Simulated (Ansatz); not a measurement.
**Molecular dynamics of C$_{2}$H$_{8}$OSi**

The input (input.yaml):

```yaml
crystal:
  periodic: [false, false, false]
  atoms:
    - { symbol: Si, position_ang: [-0.024242, 1.246369, 0.328318] }
    - { symbol: O, position_ang: [0.520714, -0.510936, 0.070242] }
    - { symbol: C, position_ang: [0.289524, -1.742989, 0.717026] }
    - { symbol: C, position_ang: [-0.447279, 1.282672, -1.398179] }
    - { symbol: H, position_ang: [0.149084, -0.255833, -0.921301] }
    - { symbol: H, position_ang: [-1.045917, 1.091953, 1.38958] }
    - { symbol: H, position_ang: [1.183031, 1.880179, 0.893515] }
    - { symbol: H, position_ang: [-0.762701, -2.019553, 0.654445] }
    - { symbol: H, position_ang: [0.576716, -1.651456, 1.761732] }
    - { symbol: H, position_ang: [0.89919, -2.510159, 0.245747] }
    - { symbol: H, position_ang: [-1.503729, 1.318359, -1.662568] }
    - { symbol: H, position_ang: [0.165609, 1.871394, -2.078657] }
basis:
  gaussian: { orbitals: def2-SVP }
hamiltonian:
  xc: hf
md:
  timestep: 0.5
  n_steps: 200
  ensemble: nve
  temperature: 100.0
  initial_velocities: maxwell_boltzmann
  seed: 3083
```

Command:

```bash
$ ansatz run input.yaml --threads 2 --pin off --max-ram 3072MiB --backend cpu --events-out ev --progress --plain --runs-dir out
```

It starts at the highest image of a converged band. Of that band: The profile has 3 maxima (images 1, 6, 9) with wells between them (images 2, 7): this band takes more than one step, which may be the mechanism or a detour left from its start path. Neighbouring images differ by up to 3.6 eV, so the band resolves the path poorly. A vibrational analysis at the climbing image gives one clearly imaginary mode, 1225i cm⁻¹: a first-order saddle point.

Output, in part (one step line in 4, the closing report, with atoms numbered from 0):

```
md step     0: t =     0.00 fs  T =   100.0 K  F+E_penalty+E_count = -12078.64502466 eV  E_kin = 0.129260 eV  conserved = -12078.51576466 eV  (33 SCF iters)
md step     4: t =     2.00 fs  T =    63.4 K  F+E_penalty+E_count = -12078.59685338 eV  E_kin = 0.081960 eV  conserved = -12078.51489375 eV  (27 SCF iters)
md step     8: t =     4.00 fs  T =    57.7 K  F+E_penalty+E_count = -12078.58983301 eV  E_kin = 0.074534 eV  conserved = -12078.51529894 eV  (26 SCF iters)
md step    12: t =     6.00 fs  T =    50.0 K  F+E_penalty+E_count = -12078.57977441 eV  E_kin = 0.064585 eV  conserved = -12078.51518973 eV  (34 SCF iters)
md step    16: t =     8.00 fs  T =    47.7 K  F+E_penalty+E_count = -12078.57650317 eV  E_kin = 0.061669 eV  conserved = -12078.51483411 eV  (26 SCF iters)
md step    20: t =    10.00 fs  T =    94.0 K  F+E_penalty+E_count = -12078.63686429 eV  E_kin = 0.121454 eV  conserved = -12078.51541011 eV  (34 SCF iters)
md step    24: t =    12.00 fs  T =   137.2 K  F+E_penalty+E_count = -12078.69139467 eV  E_kin = 0.177392 eV  conserved = -12078.51400243 eV  (33 SCF iters)
md step    28: t =    14.00 fs  T =   423.3 K  F+E_penalty+E_count = -12079.05898000 eV  E_kin = 0.547108 eV  conserved = -12078.51187232 eV  (33 SCF iters)
md step    32: t =    16.00 fs  T =  1295.5 K  F+E_penalty+E_count = -12080.19549801 eV  E_kin = 1.674500 eV  conserved = -12078.52099824 eV  (31 SCF iters)
md step    36: t =    18.00 fs  T =  1252.5 K  F+E_penalty+E_count = -12080.12940966 eV  E_kin = 1.619039 eV  conserved = -12078.51037066 eV  (31 SCF iters)
md step    40: t =    20.00 fs  T =  1973.3 K  F+E_penalty+E_count = -12081.09049620 eV  E_kin = 2.550684 eV  conserved = -12078.53981171 eV  (31 SCF iters)
md step    44: t =    22.00 fs  T =  1439.5 K  F+E_penalty+E_count = -12080.37547068 eV  E_kin = 1.860728 eV  conserved = -12078.51474309 eV  (31 SCF iters)
md step    48: t =    24.00 fs  T =  1004.0 K  F+E_penalty+E_count = -12079.81076329 eV  E_kin = 1.297713 eV  conserved = -12078.51305071 eV  (34 SCF iters)
md step    52: t =    26.00 fs  T =  1325.0 K  F+E_penalty+E_count = -12080.22654728 eV  E_kin = 1.712676 eV  conserved = -12078.51387121 eV  (31 SCF iters)
md step    56: t =    28.00 fs  T =  2162.0 K  F+E_penalty+E_count = -12081.32003162 eV  E_kin = 2.794632 eV  conserved = -12078.52539980 eV  (31 SCF iters)
md step    60: t =    30.00 fs  T =  1342.2 K  F+E_penalty+E_count = -12080.25009391 eV  E_kin = 1.734946 eV  conserved = -12078.51514770 eV  (30 SCF iters)
md step    64: t =    32.00 fs  T =  1901.7 K  F+E_penalty+E_count = -12081.00665374 eV  E_kin = 2.458193 eV  conserved = -12078.54846096 eV  (30 SCF iters)
md step    68: t =    34.00 fs  T =  1324.1 K  F+E_penalty+E_count = -12080.22576032 eV  E_kin = 1.711508 eV  conserved = -12078.51425219 eV  (30 SCF iters)
md step    72: t =    36.00 fs  T =   852.2 K  F+E_penalty+E_count = -12079.61421293 eV  E_kin = 1.101593 eV  conserved = -12078.51261947 eV  (31 SCF iters)
md step    76: t =    38.00 fs  T =  1308.2 K  F+E_penalty+E_count = -12080.20438567 eV  E_kin = 1.690922 eV  conserved = -12078.51346395 eV  (30 SCF iters)
md step    80: t =    40.00 fs  T =  2323.5 K  F+E_penalty+E_count = -12081.53416576 eV  E_kin = 3.003375 eV  conserved = -12078.53079041 eV  (30 SCF iters)
md step    84: t =    42.00 fs  T =  1378.8 K  F+E_penalty+E_count = -12080.27924499 eV  E_kin = 1.782176 eV  conserved = -12078.49706901 eV  (30 SCF iters)
md step    88: t =    44.00 fs  T =  2275.3 K  F+E_penalty+E_count = -12081.48296722 eV  E_kin = 2.941015 eV  conserved = -12078.54195194 eV  (31 SCF iters)
md step    92: t =    46.00 fs  T =  1695.8 K  F+E_penalty+E_count = -12080.70784326 eV  E_kin = 2.192051 eV  conserved = -12078.51579231 eV  (31 SCF iters)
md step    96: t =    48.00 fs  T =  1085.6 K  F+E_penalty+E_count = -12079.91626178 eV  E_kin = 1.403207 eV  conserved = -12078.51305482 eV  (33 SCF iters)
md step   100: t =    50.00 fs  T =  1208.7 K  F+E_penalty+E_count = -12080.07575859 eV  E_kin = 1.562393 eV  conserved = -12078.51336583 eV  (32 SCF iters)
md step   104: t =    52.00 fs  T =  1907.7 K  F+E_penalty+E_count = -12080.99100391 eV  E_kin = 2.465903 eV  conserved = -12078.52510109 eV  (32 SCF iters)
md step   108: t =    54.00 fs  T =  1054.9 K  F+E_penalty+E_count = -12079.88071458 eV  E_kin = 1.363594 eV  conserved = -12078.51712093 eV  (33 SCF iters)
md step   112: t =    56.00 fs  T =  1514.6 K  F+E_penalty+E_count = -12080.50288412 eV  E_kin = 1.957827 eV  conserved = -12078.54505687 eV  (31 SCF iters)
md step   116: t =    58.00 fs  T =  1116.6 K  F+E_penalty+E_count = -12079.95978811 eV  E_kin = 1.443371 eV  conserved = -12078.51641724 eV  (31 SCF iters)
md step   120: t =    60.00 fs  T =   464.0 K  F+E_penalty+E_count = -12079.11265647 eV  E_kin = 0.599830 eV  conserved = -12078.51282664 eV  (34 SCF iters)
md step   124: t =    62.00 fs  T =   605.3 K  F+E_penalty+E_count = -12079.29551276 eV  E_kin = 0.782409 eV  conserved = -12078.51310351 eV  (35 SCF iters)
md step   128: t =    64.00 fs  T =  1458.0 K  F+E_penalty+E_count = -12080.40489486 eV  E_kin = 1.884555 eV  conserved = -12078.52033996 eV  (33 SCF iters)
md step   132: t =    66.00 fs  T =  1458.8 K  F+E_penalty+E_count = -12080.41387517 eV  E_kin = 1.885699 eV  conserved = -12078.52817604 eV  (33 SCF iters)
md step   136: t =    68.00 fs  T =  1697.4 K  F+E_penalty+E_count = -12080.73092954 eV  E_kin = 2.194072 eV  conserved = -12078.53685787 eV  (31 SCF iters)
md step   140: t =    70.00 fs  T =  1557.2 K  F+E_penalty+E_count = -12080.53111948 eV  E_kin = 2.012808 eV  conserved = -12078.51831156 eV  (32 SCF iters)
md step   144: t =    72.00 fs  T =   916.5 K  F+E_penalty+E_count = -12079.69814253 eV  E_kin = 1.184674 eV  conserved = -12078.51346879 eV  (32 SCF iters)
md step   148: t =    74.00 fs  T =   971.3 K  F+E_penalty+E_count = -12079.76907532 eV  E_kin = 1.255550 eV  conserved = -12078.51352575 eV  (31 SCF iters)
md step   152: t =    76.00 fs  T =  1639.2 K  F+E_penalty+E_count = -12080.64403113 eV  E_kin = 2.118790 eV  conserved = -12078.52524068 eV  (31 SCF iters)
md step   156: t =    78.00 fs  T =   824.3 K  F+E_penalty+E_count = -12079.57744800 eV  E_kin = 1.065451 eV  conserved = -12078.51199707 eV  (32 SCF iters)
md step   160: t =    80.00 fs  T =  1537.0 K  F+E_penalty+E_count = -12080.53257159 eV  E_kin = 1.986725 eV  conserved = -12078.54584614 eV  (31 SCF iters)
md step   164: t =    82.00 fs  T =  1190.4 K  F+E_penalty+E_count = -12080.05434098 eV  E_kin = 1.538648 eV  conserved = -12078.51569334 eV  (31 SCF iters)
md step   168: t =    84.00 fs  T =   787.5 K  F+E_penalty+E_count = -12079.53061051 eV  E_kin = 1.017886 eV  conserved = -12078.51272417 eV  (32 SCF iters)
md step   172: t =    86.00 fs  T =  1264.7 K  F+E_penalty+E_count = -12080.14899692 eV  E_kin = 1.634743 eV  conserved = -12078.51425381 eV  (33 SCF iters)
md step   176: t =    88.00 fs  T =  2215.2 K  F+E_penalty+E_count = -12081.39255179 eV  E_kin = 2.863416 eV  conserved = -12078.52913554 eV  (30 SCF iters)
md step   180: t =    90.00 fs  T =  1492.4 K  F+E_penalty+E_count = -12080.42774739 eV  E_kin = 1.929026 eV  conserved = -12078.49872091 eV  (31 SCF iters)
md step   184: t =    92.00 fs  T =  2420.0 K  F+E_penalty+E_count = -12081.66996240 eV  E_kin = 3.128034 eV  conserved = -12078.54192841 eV  (31 SCF iters)
md step   188: t =    94.00 fs  T =  1724.5 K  F+E_penalty+E_count = -12080.74483370 eV  E_kin = 2.229090 eV  conserved = -12078.51574411 eV  (31 SCF iters)
md step   192: t =    96.00 fs  T =   985.0 K  F+E_penalty+E_count = -12079.78626521 eV  E_kin = 1.273276 eV  conserved = -12078.51298965 eV  (32 SCF iters)
md step   196: t =    98.00 fs  T =  1022.4 K  F+E_penalty+E_count = -12079.83478592 eV  E_kin = 1.321612 eV  conserved = -12078.51317348 eV  (31 SCF iters)
md step   200: t =   100.00 fs  T =  1758.8 K  F+E_penalty+E_count = -12080.79510448 eV  E_kin = 2.273361 eV  conserved = -12078.52174364 eV  (33 SCF iters)
Total energy: -12080.79510448 eV, -443.9610314327 hartree
Atom 0 at    -0.088809     1.040710     0.160642 Å, force     1.037142    -3.221565     4.453702 eV/Å
Atom 1 at     0.769640    -0.561980     0.210445 Å, force    -2.106945     0.829915     1.043100 eV/Å
Atom 2 at     0.244243    -1.727393     0.999802 Å, force    -0.107117     3.123992    -1.166058 eV/Å
Atom 3 at    -0.461432     1.637121    -1.436756 Å, force     1.610741    -2.294626    -4.527882 eV/Å
Atom 4 at     0.337778     0.885184    -2.018404 Å, force    -2.393553     2.177674     0.781172 eV/Å
Atom 5 at    -1.338313     0.705214     0.930451 Å, force     0.251900     0.222269    -0.123172 eV/Å
Atom 6 at     0.625108     2.138785     0.923857 Å, force     0.103675    -0.791193    -0.253819 eV/Å
Atom 7 at    -0.694668    -1.390217     1.488057 Å, force     0.754757    -0.560198     0.051496 eV/Å
Atom 8 at     0.981008    -2.094920     1.704185 Å, force     0.187381     0.416317     0.242763 eV/Å
Atom 9 at     0.010396    -2.541005     0.342486 Å, force    -0.115133    -0.314738    -0.691825 eV/Å
Atom 10 at    -1.464342     1.522201    -1.833460 Å, force    -0.168288    -0.866991     0.066030 eV/Å
Atom 11 at    -0.239503     2.630568    -1.717983 Å, force     0.945441     1.279145     0.124494 eV/Å
Dipole moment:    -0.257173     0.031136    -0.082727 e Å
```

All steps were run. The conserved energy stayed within 2.8 meV per atom of its start (net change -0.5 meV per atom), so there is no drift, though single steps change it by up to 36 meV in the whole system, a sign of fast motions only just resolved. The system heated up, since it started high on the potential surface and ran downhill. A run of 0.1 ps of so small a system gives no equilibrium averages. The orbitals stay closed-shell, which can raise the energy where a bond breaks towards radicals; this wasn't checked here.

The step under study would form O2–H5 and break Si1–O2, C4–H5. These pairs go: O2–H5 1.09 → 2.69 Å, Si1–O2 1.86 → 1.82 Å, C4–H5 1.72 → 1.24 Å. In the last frame they stand as before the step (other bonds may differ from the relaxed reactants and products). These pairs come and go: their bonding changes 16 times, last at 100 of 100 fs, so the outcome isn't settled. It ends as one piece, C2H8OSi. Pairs count as bonded within 1.25 times the sum of covalent radii (0.12 Å more for H–H).

Last frame:

```xyz
12
Properties=species:S:1:pos:R:3
Si -0.089 1.041 0.161
O 0.770 -0.562 0.210
C 0.244 -1.727 1.000
C -0.461 1.637 -1.437
H 0.338 0.885 -2.018
H -1.338 0.705 0.930
H 0.625 2.139 0.924
H -0.695 -1.390 1.488
H 0.981 -2.095 1.704
H 0.010 -2.541 0.343
H -1.464 1.522 -1.833
H -0.239 2.631 -1.718
```

Time of the run: 6.1 min on 2 threads of Arm Neoverse N1, on a shared host, peak memory 0.18 GiB.
